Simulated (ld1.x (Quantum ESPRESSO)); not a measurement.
## Reading a pseudo-wave (N)

Columns: radius, all-electron u(r) and pseudo u(r) of the 2s shell (level -18.43 eV) of nitrogen in the configuration [He] 2s2 2p3; PBEsol, non-relativistic, RRKJ scheme, ld1.x (Quantum ESPRESSO) 7.5.

```
r (bohr)  all-electron   pseudo
   0.125        0.3864  -0.0609
   0.250        0.1809  -0.1602
   0.375       -0.1458  -0.3113
   0.500       -0.4381  -0.4945
   0.625       -0.6548  -0.6696
   0.750       -0.7940  -0.8001
   0.875       -0.8681  -0.8717
   1.000       -0.8924  -0.8931
   1.125       -0.8814  -0.8814
   1.250       -0.8467  -0.8467
   1.375       -0.7973  -0.7973
   1.500       -0.7397  -0.7397
   1.625       -0.6785  -0.6785
   1.750       -0.6169  -0.6169
   1.875       -0.5569  -0.5569
   2.000       -0.4998  -0.4998
   2.125       -0.4464  -0.4464
   2.250       -0.3973  -0.3973
   2.375       -0.3523  -0.3523
   2.500       -0.3115  -0.3115
   2.625       -0.2749  -0.2749
   2.750       -0.2420  -0.2420
   2.875       -0.2127  -0.2127
   3.000       -0.1867  -0.1867
   3.125       -0.1637  -0.1637
   3.250       -0.1433  -0.1433
```

Question: How many radial nodes do the two functions have?

Answer: The all-electron 2s function has n − l − 1 = 1; the pseudo-wave has 0, since the states of the same l below it are removed with the core.

Question: At about which radius was the pseudo-wave matched?

Answer: 1.10 bohr, where the columns begin to agree (steps of 0.12 bohr).

Question: Is the pseudo-wave norm-conserving?

Answer: Yes: the RRKJ scheme keeps the norm inside the radius equal to the all-electron one, which fixes the energy derivative of the logarithmic derivative at the level.
